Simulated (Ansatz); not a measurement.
`NB(F)[TeH]` + `C[SiH3]` → `C[SiH2][TeH]` + `NBF` at 600 K and 1 bar (formal exchange of groups at a Te–B bond).

Gas-phase electronic energies from Ansatz, PBE0-D4/def2-TZVP geometries. CBS: MP2 limit from def2 TZ/QZ plus the TZ coupled-cluster correction, frozen cores. This one scheme is used for every species. Elements past krypton have def2 core potentials. For Te outer-core shells are correlated without core-valence functions, which leaves a few kJ/mol of doubt a bond. One conformer a species, not always the lowest.

```json
{"species": "`NB(F)[TeH]`", "CCSD(T)/CBS energy (Eh)": "-448.93912", "H − E (kJ/mol)": "154.6", "S (J/(mol·K))": "391.4"}
{"species": "`C[SiH3]`", "CCSD(T)/CBS energy (Eh)": "-330.73916", "H − E (kJ/mol)": "199.7", "S (J/(mol·K))": "315.0"}
{"species": "`C[SiH2][TeH]`", "CCSD(T)/CBS energy (Eh)": "-598.49179", "H − E (kJ/mol)": "212.5", "S (J/(mol·K))": "414.1"}
{"species": "`NBF`", "CCSD(T)/CBS energy (Eh)": "-181.19761", "H − E (kJ/mol)": "145.2", "S (J/(mol·K))": "305.2"}
```

H − E and S are ideal-gas, rigid-rotor, harmonic terms from PBE0-D4/def2-TZVP, for one conformer and one mirror image of each species. 1 Eh = 2625.50 kJ/mol, R = 8.31446 J/(mol·K).

Question: By hand: ΔE, ΔH, ΔS and ΔG.

Answer: ΔE = (-598.49179) + (-181.19761) − (-448.93912) − (-330.73916) = -0.01112 Eh = -29.2 kJ/mol. Δ(H − E) = 212.5 + 145.2 − 154.6 − 199.7 = 3.4, so ΔH = -25.8 kJ/mol. ΔS = 414.1 + 305.2 − 391.4 − 315.0 = 12.9 J/(mol·K). ΔG = -25.8 − 600 × (12.9)/1000 = -33.5 kJ/mol.

Question: By hand: the equilibrium constant, and the temperature at which ΔG would vanish if ΔH and ΔS stayed fixed.

Answer: log₁₀ K = −ΔG/(RT ln 10) = 2.9. ΔH and −TΔS have one sign here, so there is no such temperature.

The number of gas molecules stays the same, so ΔS is small and ΔH decides. A doubt of 5 kJ/mol in ΔE shifts log₁₀ K by 0.4 here. Other conformers and mirror images would add mixing entropy, several J/(mol·K) or more a flexible species. These are equilibria of isolated gas molecules and say nothing of rates. Largest T1 diagnostic: 0.012 (customary marks: 0.02 for closed shells, 0.045 for open ones).

ΔS is within the doubt of such terms, so its sign, and with it that verdict, could turn.
